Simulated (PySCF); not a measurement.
UHF on Fe⁺ (iron, charge +1)

Configuration: [Ar] 3d6 4s1, high-spin 6D determinant. All numbers are calculated (PySCF 2.14, no relativity, point nucleus, in aug-cc-pVDZ).

- Total energy: -1262.217411 hartree
- One-electron energy: -1736.7882 hartree
- Hartree (Coulomb) energy: 528.8769 hartree
- Exchange energy: -54.3061 hartree
- Kinetic energy: 1262.33015 hartree
- ⟨S²⟩: 8.7525
- ⟨L²⟩: 6.017
- Sum of ⟨r⟩: 18.14 bohr
- Sum of ⟨r²⟩: 25.34 bohr²
- Traceless quadrupole moment −½Σ⟨3z² − r²⟩ along its main axis: 0.338 e·bohr²
- Density at the nucleus (Gaussians lack the cusp): 11800 bohr⁻³
- Spin density at the nucleus: 4.92 bohr⁻³
- Langevin diamagnetic susceptibility: -20.1 ×10⁻⁶ cm³/mol
- Time after the integrals: 0.38 s of wall time on 1 thread of Intel(R) Xeon(R) Platinum 8259CL CPU @ 2.50GHz (shared host)

| shell | electrons | mean orbital energy (eV) | spread (eV) | rms radius, mean of both spins (bohr) |
| --- | --- | --- | --- | --- |
| 1s α | 1 | -7120.6 | 0 | 0.0685 |
| 1s β | 1 | -7120.5 | 0 | 0.0685 |
| 2s α | 1 | -878.93 | 0 | 0.292 |
| 2s β | 1 | -875.41 | 0 | 0.292 |
| 2p α | 3 | -755.84 | 0.951 | 0.262 |
| 2p β | 3 | -752.46 | 0.012 | 0.262 |
| 3s α | 1 | -126.67 | 0 | 0.880 |
| 3s β | 1 | -116.78 | 0 | 0.880 |
| 3p α | 3 | -88.769 | 2.079 | 0.939 |
| 3p β | 3 | -77.117 | 1.428 | 0.939 |
| 3d α | 5 | -26.990 | 2.409 | 1.21 |
| 3d β | 1 | -21.348 | 0 | 1.21 |
| 4s α | 1 | -15.246 | 0 | 3.02 |
